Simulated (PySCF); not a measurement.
CHO2 (SMILES O=[C-]O), charge -1, singlet, at a GFN2-xTB geometry (in this run its highest filled SCF level lies above zero, so its values depend strongly on the basis, on diffuse functions most of all); BLYP/6-31G** in PySCF.

Here is a job for PySCF.
```python
from pyscf import gto, scf, dft

mol = gto.Mole()
mol.atom = '''
    O    -1.06017647   -0.42035133   -0.00039719
    C     0.00193940    0.63730099   -0.02155352
    O     1.13549551    0.10277181    0.01219052
    H    -0.61418871   -1.28316976    0.03497448
'''
mol.basis = '6-31g**'
mol.charge = -1
mol.verbose = 4
mol.build()

mf = dft.RKS(mol)
mf.xc = 'blyp'
mf.conv_tol_grad = 1e-7
mf.kernel()
```

It wrote (shortened):

```
PySCF version 2.14.0

[INPUT] verbose = 4
[INPUT] num. atoms = 4
[INPUT] num. electrons = 24
[INPUT] charge = -1
[INPUT] spin (= nelec alpha-beta = 2S) = 0
[INPUT] symmetry False subgroup None
[INPUT] Mole.unit = angstrom
[INPUT] Symbol           X                Y                Z      unit          X                Y                Z       unit  Magmom
[INPUT]  1 O     -1.060176470000  -0.420351330000  -0.000397190000 AA   -2.003443172008  -0.794348889797  -0.000750580319 Bohr   0.0
[INPUT]  2 C      0.001939400000   0.637300990000  -0.021553520000 AA    0.003664934846   1.204324330014  -0.040730249820 Bohr   0.0
[INPUT]  3 O      1.135495510000   0.102771810000   0.012190520000 AA    2.145775529573   0.194210574226   0.023036744116 Bohr   0.0
[INPUT]  4 H     -0.614188710000  -1.283169760000   0.034974480000 AA   -1.160648450700  -2.424839417724   0.066092188549 Bohr   0.0

nuclear repulsion = 60.0347626752987
number of shells = 21
number of NR pGTOs = 88
number of NR cGTOs = 47
basis = 6-31g**
ecp = {}

******** <class 'pyscf.dft.rks.RKS'> ********
method = RKS
initial guess = minao
damping factor = 0
level_shift factor = 0
DIIS = <class 'pyscf.scf.diis.CDIIS'>
diis_start_cycle = 1
diis_space = 8
diis_damp = 0
SCF conv_tol = 1e-09
SCF conv_tol_grad = 1e-07
SCF max_cycles = 50
direct_scf = True
direct_scf_tol = 1e-13
XC library pyscf.dft.libxc version 7.1.2
    S. Lehtola, C. Steigemann, M. J. T. Oliveira, and M. A. L. Marques,  SoftwareX 7, 1–5 (2018)
XC functionals = blyp
    A. D. Becke,  Phys. Rev. A 38, 3098 (1988)
    C. Lee, W. Yang, and R. G. Parr,  Phys. Rev. B 37, 785 (1988)
    B. Miehlich, A. Savin, H. Stoll, and H. Preuss,  Chem. Phys. Lett. 157, 200 (1989)
radial grids:
    Treutler-Ahlrichs [JCP 102, 346 (1995); DOI:10.1063/1.469408] (M4) radial grids

becke partition: Becke, JCP 88, 2547 (1988); DOI:10.1063/1.454033
pruning grids: <function nwchem_prune>
grids dens level: 3
symmetrized grids: False
atomic radii adjust function: <function treutler_atomic_radii_adjust>
small_rho_cutoff = 0
Initial guess from minao.
tot grids = 52096
init E= -189.211966241062
  HOMO = -0.243938037053271  LUMO = -0.0835167546100757  gap/eV = 4.36529
cycle= 1 E= -188.832089778591  delta_E= 0.38  |g|= 1.11  |ddm|= 2.19
  HOMO = 0.275588541738727  LUMO = 0.378683012769828  gap/eV = 2.80534
cycle= 2 E= -187.801147443929  delta_E= 1.03  |g|= 2.42  |ddm|= 3.88
  HOMO = 0.146705638044994  LUMO = 0.285523031798529  gap/eV = 3.77741
cycle= 3 E= -188.9606651925  delta_E= -1.16  |g|= 0.711  |ddm|= 3.27
  HOMO = 0.128218855339353  LUMO = 0.27067988852583  gap/eV = 3.87656
cycle= 4 E= -189.06275801163  delta_E= -0.102  |g|= 0.18  |ddm|= 0.674
  HOMO = 0.112393854943334  LUMO = 0.25231432926515  gap/eV = 3.80743
cycle= 5 E= -189.067465743658  delta_E= -0.00471  |g|= 0.0811  |ddm|= 0.249
  HOMO = 0.123276614163847  LUMO = 0.264795037077251  gap/eV = 3.85091
cycle= 6 E= -189.069220638706  delta_E= -0.00175  |g|= 0.0163  |ddm|= 0.148
  HOMO = 0.122819758251722  LUMO = 0.263933353779176  gap/eV = 3.83990
cycle= 7 E= -189.069298013004  delta_E= -7.74e-05  |g|= 0.00175  |ddm|= 0.027
  HOMO = 0.122693911148737  LUMO = 0.263777316437414  gap/eV = 3.83908
cycle= 8 E= -189.069298611221  delta_E= -5.98e-07  |g|= 0.000341  |ddm|= 0.00167
  HOMO = 0.12269012129661  LUMO = 0.263787368664513  gap/eV = 3.83945
cycle= 9 E= -189.069298635697  delta_E= -2.45e-08  |g|= 3.73e-05  |ddm|= 0.000463
  HOMO = 0.122690216143161  LUMO = 0.263788974843107  gap/eV = 3.83949
cycle= 10 E= -189.069298636015  delta_E= -3.18e-10  |g|= 1.56e-05  |ddm|= 8.5e-05
  HOMO = 0.122689936812035  LUMO = 0.263788325008993  gap/eV = 3.83948
cycle= 11 E= -189.069298636082  delta_E= -6.7e-11  |g|= 9.31e-07  |ddm|= 2.65e-05
  HOMO = 0.122689978808672  LUMO = 0.26378835282109  gap/eV = 3.83948
cycle= 12 E= -189.069298636081  delta_E= 3.98e-13  |g|= 1.49e-07  |ddm|= 2.09e-06
  HOMO = 0.122689986529215  LUMO = 0.263788359564667  gap/eV = 3.83948
cycle= 13 E= -189.069298636082  delta_E= -6.82e-13  |g|= 3.41e-08  |ddm|= 2.36e-07
  HOMO = 0.122689981182635  LUMO = 0.263788353885487  gap/eV = 3.83948
Extra cycle  E= -189.069298636082  delta_E= 1.71e-13  |g|= 4.41e-08  |ddm|= 8.44e-08
converged SCF energy = -189.069298636082
```
